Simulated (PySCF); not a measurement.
## How methods differ on the ionisation energy of Ir²⁺

Ir²⁺ [Xe] 4f14 5d7 (4F) → Ir³⁺ [Xe] 4f14 5d6 (5D), as a difference of total energies. All numbers are calculated (PySCF 2.14, a scalar-relativistic core potential, in def2-QZVPPD with the def2 core potential (60 electrons)). Correlated levels: valence: 5s2 5p6 frozen. The calculations carry no spin-orbit coupling.

| method | ionisation energy (eV) |
| --- | --- |
| UHF | 27.503 |
| MP2 (valence) | 28.821 |
| SCS-MP2 (valence) | 28.986 |
| CCSD (valence) | 28.777 |
| CCSD(T) (valence) | 28.844 |

How much does correlation contribute at CCSD(T) (valence)?

28.844 − (27.503) = 1.341 eV, measured against UHF.

The reference lies between the lowest fine-structure levels, while these numbers refer to the centres of the terms.

Errors of the correlated levels include the incompleteness of this basis and the frozen core.

For comparison: 28 ± 1.6 eV (theoretical estimate listed by NIST; NIST Atomic Spectra Database, ionization energies).
